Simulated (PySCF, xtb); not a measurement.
ClHMgS, SMILES [SH][Mg][Cl].

GFN2-xTB (xtb) at its own geometry gives an orbital gap of 2.05 eV and a dipole moment of 3.43 D.

Coordinates come from a PBE-D3(BJ)/def2-TZVP optimisation. Other conformers were not sampled.

Problem. What does ωB97X/def2-TZVPD run with PySCF give? (Estimate from the structure and the level; the computed values follow.)

Solution. gap 9.80 eV (levels -9.82 and -0.02 eV), dipole 0.87 D.
